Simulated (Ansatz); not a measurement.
Compare A (`C/C=[N]\[GeH3]`) with its isomer B (`C1[CH2][GeH2][NH]1`).

Program: Ansatz. Geometries: PBE0-D4/def2-TZVP. ΔE: electronic, gas phase. CCSD(T)/CBS is the MP2 limit (def2-TZVPP, def2-QZVPP) plus CCSD(T) − MP2 in def2-TZVPP, frozen cores. DFT in def2-TZVPP. B3LYP here is the variant with VWN-RPA as its local correlation; programs differ in this. For Ge outer-core shells are correlated without core-valence functions, which leaves a few kJ/mol of doubt a bond. Scalar relativity is left out up to krypton.

A:

```xyz
11

C     0.820   -1.238    0.298
C     1.198    0.118   -0.211
N     0.473    1.122   -0.444
Ge   -1.371    1.121   -0.180
H     1.120   -2.001   -0.427
H     1.366   -1.452    1.221
H    -0.250   -1.335    0.490
H     2.277    0.231   -0.403
H    -1.718    0.879    1.304
H    -2.059    0.044   -1.043
H    -1.855    2.512   -0.604
```

B:

```xyz
11

C    -0.4232   -0.2936    0.9816
C     0.7683    0.5903    0.5475
Ge    0.2634    0.1625   -1.3063
N    -1.1843   -0.3687   -0.2776
H    -0.0595   -1.2705    1.3270
H    -1.0144    0.1429    1.7956
H     1.7433    0.2683    0.9074
H     0.6255    1.6444    0.7841
H     1.0767   -0.9532   -2.0083
H    -0.0451    1.2691   -2.3330
H    -1.7508   -1.1915   -0.4181
```

(1) Which is lower in electronic energy at CCSD(T)/CBS, and by how much? (An estimate is asked.)

(2) Give E(B) − E(A) in kcal/mol with B2PLYP, PBE-D4, CCSD/def2-TZVPP, MP2/def2-TZVPP, PBE0-D4, ωB97M-V, B3LYP. (An estimate is asked.)

Largest T1 diagnostic: 0.013.

Results:

(1) The calculation gave: B, by 1.1 kcal/mol.

(2) Ansatz gave: B2PLYP 2.1, PBE-D4 0.0, CCSD/def2-TZVPP -0.2, MP2/def2-TZVPP -2.4, PBE0-D4 -2.3, ωB97M-V -0.6, B3LYP 3.9. The order is the other way round with B2PLYP, B3LYP.

In def2-TZVPP, CCSD(T) changes the Hartree–Fock value by −5.7 kcal/mol (the triples alone add +0.2 kcal/mol) and MP2 by −8.2 kcal/mol. From PBE to PBE0 (25 % exact exchange), in def2-TZVPP and without D4, E(B) − E(A) moves by −2.4 kcal/mol.
